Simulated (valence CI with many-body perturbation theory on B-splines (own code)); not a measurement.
## O2+: electric-dipole lines

Computed by configuration interaction combined with many-body perturbation theory (CI+MBPT): four valence electrons over a frozen Dirac-Fock core [He], radial functions for each j: 11 s, 11 p, 10 d, 8 f, 5 g, 2 h, with the one-electron correlation potential Σ1 (screened to all orders), the two-electron term Σ2, the three-electron term Σ3, Breit, model QED; selected single and double excitations, second order for the rest, scaled by the run's own slope (own B-spline code, finite nucleus).

Against 32 measured levels this calculation errs by 133 cm⁻¹ on average and by 418 at most. These come from a selection out of Moore, Selected Tables of Atomic Spectra, NSRDS-NBS 3, section 11. Levels without a partner in it may be off by more. Among the levels kept, up to 2100 cm⁻¹ of a level comes from second order outside the variational space, and about a tenth of that is noise between levels of different J, which matters for small intervals.

Lines 351 to 400 of 563 in falling wavelength, among levels below 51.940 eV, chosen from the strongest by gf and those to the six lowest levels. Wavelengths and rates use the calculated energies, so an error of 100 cm⁻¹ moves a line at 3049 Å by 0.3 % and its rate by three times that or more. Electric multipoles are in the length gauge, E1 and E2 with the static RPA response of the core. Weak lines are less certain than strong ones. Lines between different terms over intervals too small for the method are left out, as are lines whose strength nearly cancels. Where a level lies close to another of its J and parity, the split of strength between their lines is uncertain. The highest levels of a list are the least certain.

Names give the largest LS component (configuration and term), which can be under half, so a name can repeat, a term be missing and a line seem to break the LS rules; names also repeat where a configuration has a term twice. Letters in brackets count levels of one name in rising energy.

```csv
λ vac (Å),λ from measured levels,Upper,Lower,A (s⁻¹),S (a.u.) with core polarisation,S without
3211,,2s 2p2 3d 3D_3,2s 2p2 3p 3D°_3,5.24e+07,5.99e+00,5.99e+00
3128,,2s2 2p 3d 3P°_2,2s2 2p 3p 3S_1,1.46e+08,1.11e+01,1.11e+01
3117,,2s2 2p 3d 3P°_1,2s2 2p 3p 3S_1,1.39e+08,6.22e+00,6.22e+00
3082,,2s 2p2 3d 5D_4,2s 2p2 3p 5D°_4,5.36e+07,6.97e+00,6.97e+00
3049,3048,2s2 2p 3p 3P_2,2s2 2p 3s 3P°_2,1.48e+08,1.03e+01,1.03e+01
3012,,2s2 2p 3d 3D°_3,2s2 2p 3p 3D_3,6.01e+07,5.68e+00,5.67e+00
2984,2985,2s2 2p 3p 1D_2,2s2 2p 3s 1P°_1,2.15e+08,1.41e+01,1.41e+01
2976,,2s2 2p 3d 3F°_2,2s2 2p 3p 1P_1,6.66e+07,4.34e+00,4.33e+00
2954,2961,2s2 2p 3d 1D°_2,2s2 2p 3p 1P_1,1.20e+08,7.65e+00,7.65e+00
2918,,2s2 2p 6g 3G°_5 [a],2s2 2p 4f 3G_4,3.44e+07,4.65e+00,4.65e+00
2914,,2s2 2p 6g 3F°_3,2s2 2p 4f 1D_2,9.47e+07,8.09e+00,8.09e+00
2914,,2s2 2p 6g 3H°_4 [a],2s2 2p 4f 3G_3,3.37e+07,3.71e+00,3.71e+00
2913,,2s2 2p 6g 3F°_2,2s2 2p 4f 3D_1,8.52e+07,5.20e+00,5.20e+00
2905,,2s2 2p 6g 3G°_3 [b],2s2 2p 4f 3D_2,7.15e+07,6.05e+00,6.05e+00
2905,,2s2 2p 6g 1H°_5,2s2 2p 4f 1G_4,1.05e+08,1.39e+01,1.39e+01
2904,,2s2 2p 6g 3F°_4 [b],2s2 2p 4f 3D_3,7.69e+07,8.37e+00,8.37e+00
2899,,2s2 2p 6g 3H°_6,2s2 2p 4f 3G_5,1.12e+08,1.76e+01,1.76e+01
2888,,2s2 2p 6g 3G°_5 [b],2s2 2p 4f 3G_4,6.65e+07,8.70e+00,8.70e+00
2884,,2s2 2p 6g 3H°_4 [b],2s2 2p 4f 3G_3,7.07e+07,7.54e+00,7.54e+00
2874,,2s2 2p 6g 3G°_5 [a],2s2 2p 4f 3F_4,7.65e+07,9.86e+00,9.86e+00
2871,,2s2 2p 6g 3H°_4 [a],2s2 2p 4f 3F_3,7.45e+07,7.83e+00,7.83e+00
2867,,2s2 2p 6g 3G°_3 [a],2s2 2p 4f 3F_2,8.27e+07,6.73e+00,6.73e+00
2866,,2s2 2p 6g 3F°_4 [a],2s2 2p 4f 1F_3,8.44e+07,8.82e+00,8.82e+00
2850,,2s2 2p 6f 1G_4,2s2 2p 4d 1F°_3,8.19e+07,8.42e+00,8.42e+00
2845,,2s2 2p 6g 3G°_5 [b],2s2 2p 4f 3F_4,3.47e+07,4.34e+00,4.34e+00
2771,,2s2 2p 6f 3F_4 [a],2s2 2p 4d 3D°_3,3.84e+07,3.63e+00,3.63e+00
2746,,2s2 2p 6f 3F_4 [b],2s2 2p 4d 3D°_3,4.86e+07,4.47e+00,4.47e+00
2690,,2s 2p2 3d 3P_2,2s 2p2 3p 3S°_1,1.81e+08,8.68e+00,8.68e+00
2688,,2s 2p2 3p 5S°_2,2s 2p2 3s 5P_3,1.53e+08,7.34e+00,7.34e+00
2683,,2s 2p2 3d 3P_1,2s 2p2 3p 3S°_1,1.79e+08,5.12e+00,5.12e+00
2677,,2s 2p2 3p 5S°_2,2s 2p2 3s 5P_2,1.07e+08,5.05e+00,5.05e+00
2641,,2s2 2p 6f 3F_4 [a],2s2 2p 4d 3F°_3,5.13e+07,4.19e+00,4.19e+00
2629,,2s2 2p 6f 3F_3,2s2 2p 4d 3F°_2,5.25e+07,3.30e+00,3.30e+00
2627,,2s2 2p 6f 3G_3,2s2 2p 4d 1D°_2,5.58e+07,3.50e+00,3.50e+00
2625,,2s2 2p 6f 3G_5,2s2 2p 4d 3F°_4,1.12e+08,1.10e+01,1.10e+01
2567,,2s2 2p 4p 1D_2,2s2 2p 3d 1F°_3,1.29e+08,5.40e+00,5.40e+00
2391,,2s2 2p 4p 3D_2,2s2 2p 3d 3F°_3,1.26e+08,4.24e+00,4.24e+00
2389,,2s2 2p 4p 3D_3,2s2 2p 3d 3F°_4,1.28e+08,6.01e+00,6.01e+00
2386,2391,2s2 2p 3d 1P°_1,2s2 2p 3p 1P_1,1.82e+08,3.66e+00,3.66e+00
2054,,2s2 2p 4f 3D_2,2s2 2p 3d 1P°_1,3.77e+08,8.06e+00,8.05e+00
2047,,2s2 2p 4f 1D_2,2s2 2p 3d 1P°_1,5.09e+08,1.08e+01,1.08e+01
2026,,2s2 2p 4f 3G_4,2s2 2p 3d 1F°_3,2.25e+08,8.32e+00,8.32e+00
2016,,2s2 2p 4f 1G_4,2s2 2p 3d 1F°_3,8.55e+08,3.11e+01,3.11e+01
1926,,2s2 2p 4f 3D_2,2s2 2p 3d 3P°_1,3.90e+08,6.89e+00,6.89e+00
1924,,2s2 2p 4f 3D_3,2s2 2p 3d 3P°_2,9.08e+08,2.23e+01,2.23e+01
1923,1920,2s2 2p 4s 1P°_1,2s2 2p 3p 1D_2,4.52e+08,4.76e+00,4.76e+00
1922,,2s2 2p 4f 3D_1,2s2 2p 3d 3P°_0,5.31e+08,5.58e+00,5.58e+00
1921,,2s2 2p 4f 3D_1,2s2 2p 3d 3P°_1,4.20e+08,4.41e+00,4.41e+00
1920,,2s2 2p 4f 1D_2,2s2 2p 3d 3P°_1,3.05e+08,5.33e+00,5.33e+00
1874,,2s2 2p 4f 1F_3,2s2 2p 3d 3D°_2,3.86e+08,8.79e+00,8.78e+00
```
